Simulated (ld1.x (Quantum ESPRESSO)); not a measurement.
Ba, RRKJ: configuration errors across variants

```json
{
 "Element": "barium",
 "Generator": "ld1.x (Quantum ESPRESSO) 7.5",
 "Type": "norm-conserving RRKJ (Kleinman–Bylander form)",
 "Functional": "PBE",
 "Relativity": "scalar-relativistic",
 "Frozen core": "[Kr] 4d10",
 "Valence charge": "10",
 "Reference configuration": "5s2 5p6 5d0 6s1.5 6p0 (charge +0.5)",
 "Partial waves": "5p (bound): rc 2.75 bohr; 5d (bound, empty): rc 2.60 bohr; 5s (bound): rc 1.55 bohr",
 "Local potential": "the s channel",
 "Core correction": "none",
 "rho0": "0.02"
}
```

Occupied shells without a wave of their own: 6s. They enter only through the test configuration that unscreens the potential.

All-electron excitation energies from the reference (eV): (1) 5s2 5p6 5d0 6s2 6p0 -2.136; (2) 5s2 5p6 5d0 6s1 6p0 3.226; (3) 5s2 5p6 5d0 6s0 6p0 13.208; (4) 5s2 5p6 5d0 6s0 6p2 2.005; (5) 5s2 5p6 5d1 6s0 6p0 3.908; (6) 5s2 5p6 5d0.5 6s1.5 6p0 -1.498; (7) 5s2 5p6 5d0 6s1 6p1 -0.107.

5 further variants failed, have other tests or another functional or relativity, and are left out.

Errors AE − PS in meV (a dash: test not solved or not reliable):

```csv
change,(1),(2),(3),(4),(5),(6),(7),bound ghosts
base,+16,-22,-92,-18,-63,-1.0,-0.7,none
"all radii scaled by about 1.18 (s 1.82, p 3.24, d 3.06 bohr)",+26,-37,-154,-32,-100,-0.4,-1.8,none
wave 5p (bound): rc 2.75 bohr becomes 5p (bound): rc 3.38 bohr,+16,-22,-93,-2.4,-63,-0.9,+6.3,none
```

Task: Give the same row for: wave 5d (bound): rc 2.60 bohr becomes 5d (bound): rc 3.34 bohr.

Result: +16, -22, -92, -18, -61, -0.5, -0.7; bound ghosts: none.
